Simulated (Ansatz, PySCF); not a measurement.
Noncovalent pair: NH3 (SMILES N) (first 4 atoms) with C2H6O (SMILES CCO); geometry from B3LYP-D3(BJ)/def2-TZVP.
(charge 0, multiplicity 1):
| atom | x (Å) | y (Å) | z (Å) |
|---|---|---|---|
| N | 0.0276 | -0.0664 | 0.4609 |
| H | -0.9204 | -0.3453 | 0.2349 |
| H | 0.2749 | 0.7025 | -0.1520 |
| H | 0.6387 | -0.8444 | 0.2399 |
| C | -0.1183 | -1.2510 | 4.2242 |
| C | -0.5005 | 0.2131 | 4.0476 |
| O | 0.3836 | 0.9132 | 3.1942 |
| H | -0.7905 | -1.7491 | 4.9283 |
| H | 0.9026 | -1.3335 | 4.6010 |
| H | -0.1721 | -1.7842 | 3.2717 |
| H | -1.5361 | 0.2840 | 3.6845 |
| H | -0.4669 | 0.7240 | 5.0128 |
| H | 0.2772 | 0.5632 | 2.2883 |

Basis-set superposition error: the interaction energy with monomers in their own basis, and in the dimer's basis (counterpoise).

Run with Ansatz (a program for electronic structure); PySCF for 6-31G* rows. 

```csv
level,uncorrected (kcal/mol),counterpoise (kcal/mol),difference
SVWN5/def2-TZVPPD,-10.63,-10.42,0.21
revPBE/def2-TZVPPD,-4.90,-4.72,0.18
B97M-V/def2-TZVPPD,-6.89,-6.76,0.13
B3LYP/6-31G*,-8.95,-7.40,1.54
B3LYP/def2-TZVPPD,-5.85,-5.70,0.16
wB97X-V/def2-TZVPPD,-6.96,-6.82,0.14
wB97M-V/def2-TZVPPD,-6.94,-6.77,0.18
MP2/6-31G*,-9.26,-6.95,2.32
SCS-MP2/aug-cc-pVTZ,-6.42,-5.79,0.63
CCSD(T)/aug-cc-pVDZ,-7.45,-5.96,1.49
```

The error is largest for MP2/6-31G* (2.32 kcal/mol) and smallest for B97M-V/def2-TZVPPD (0.13 kcal/mol).
